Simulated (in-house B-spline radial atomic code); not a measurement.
Results of a calculation; reference values are marked as such.
**Correlation energy from the adiabatic connection: −Z exp(−kr)/r, Z = 1.68, k = 0.176**

Two electrons in a singlet, external potential −Z exp(−kr)/r, Z = 1.68, k = 0.176 (atomic units). Full CI in B-splines (partial waves to l = 8, correlation up to 0.6 % small) with the density held fixed gives W(λ) = <V_ee>_λ − U, and E_c is the integral of W(λ) − W(0) from 0 to 1.

```tsv
λ	W(λ) − W(0) (hartree)
0	0.00000
0.02	-0.00197
0.05	-0.00489
0.12	-0.01150
0.25	-0.02311
0.4	-0.03551
0.6	-0.05059
0.8	-0.06420
1	-0.07655
```

(1) Integrate the table by the trapezoid rule.

(2) Now use only three numbers: W(0) = -0.80667, the initial slope W'(0) = -0.09919 (extrapolated from the first points) and the strong-coupling limit of the point-charge-plus-continuum model, W∞ = -1.1553. What do second-order theory and the interpolation W(λ) = W∞ + (W(0) − W∞)/√(1 + 2χλ) of Seidl, Perdew and Levy give?

Results:

(1) The strips give -0.00002, -0.00010, -0.00057, -0.00225, -0.00440, -0.00861, -0.01148, -0.01407, which sum to -0.04151 hartree. The direct value, W(1) − W(0) + T_c with T_c = 0.03495, is -0.04160; the curve is convex, so chords lie above it and the trapezoids fall short in size by 0.22 %.

(2) Second order keeps the slope alone: E_c = W'(0)/2 = -0.04960, +19 % in size against -0.04160. Matching the slope fixes χ = W'(0)/(W∞ − W(0)) = -0.09919/(-0.34863) = 0.28451. Integrating, with s = √(1 + 2χ) = 1.252608, E_c = −(W(0) − W∞)(s − 1)/(s + 1) = −0.34863 × 0.252608/2.252608 = -0.03910 hartree, -6.0 % in size against the full result. At λ = 1 the formula gives W − W(0) = -0.07031 against -0.07655. Part of the miss can come from the model's W∞.
